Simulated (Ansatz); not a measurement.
Basis-set extrapolation for BH5O2SSi, SMILES `BO[SiH](O)S` (PBE0-D4/def2-TZVP geometry, frozen core, the Gaussian-basis code of Ansatz). Multiplicity 1, RHF reference.

|  | def2-TZVPP | def2-QZVPP |
| --- | --- | --- |
| HF | -864.063977 | -864.093718 |
| MP2 correlation | -0.868680 | -0.939864 |
| CCSD(T) correlation | -0.945591 | not run |

Energies in hartree. Use E(X) = E(∞) + A·exp(−7.88·√X) for Hartree–Fock and E(X) = E(∞) + B·X^(−2.97) for correlation, with X = 3 and 4, and add CCSD(T) minus MP2 of the smaller set to the MP2 limit.

Problem. What is the CCSD(T) energy at the basis-set limit?

Solution. HF limit: -864.093718 + (-0.029741) × 0.13774 = -864.09781. MP2 limit: -0.939864 + (-0.071184) × 0.74074 = -0.99259. Higher-order term: -0.945591 − (-0.868680) = -0.07691. Total: -865.16731 hartree, 414.2 kJ/mol below CCSD(T)/def2-TZVPP.
